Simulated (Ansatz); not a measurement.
Ansatz (a program for electronic structure) was given this input:
Ansatz 0.2 input:
```yaml
crystal:
  periodic: [false, false, false]
  atoms:
    - {symbol: F, position_ang: [-1.22261386, -0.51635383, -0.00299560]}
    - {symbol: S, position_ang: [-0.00426607, 0.57046599, -0.00656447]}
    - {symbol: F, position_ang: [1.23019799, -0.49780793, 0.01466578]}
basis:
  gaussian:
    orbitals: 6-311+G_2d_p_.json
hamiltonian:
  xc: b3lyp
```
The basis file holds 6-311+G(2d,p) in the JSON format of the Basis Set Exchange.

Q: Predict the total energy from B3LYP/6-311+G(2d,p) in Ansatz.

A: -597.9159 Eh

Q: What is the computed number of basis functions (B3LYP/6-311+G(2d,p))?

A: 89
